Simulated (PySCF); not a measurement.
BH₂, charge +1, multiplicity 1.

```xyz
3

B      0.0000     0.0000     0.0000
H      0.0000     0.0000    -1.1792
H      0.0000     0.0000     1.1792
```
Charge +1, spin multiplicity 1.

Geometry: PBE0-D3(BJ)/def2-TZVPD. The multiplicity is an assumed one; other spin states were not compared. The isomer is the one that the SMILES or the coordinates give; other isomers of the formula were not compared.

Computed with PBE/pcSseg-2 in PySCF. Non-relativistic, no solvent.

Computed absolute GIAO shielding of each atom: isotropic value and principal components (ppm):
```
atom  σ(iso)     σ11     σ22    σ33   span
----  ------  ------  ------  -----  -----
B1     -10.8  -114.0  -114.0  195.5  309.5
H2      26.6    24.9    24.9   30.1    5.1
H3      26.6    24.9    24.9   30.1    5.1
```
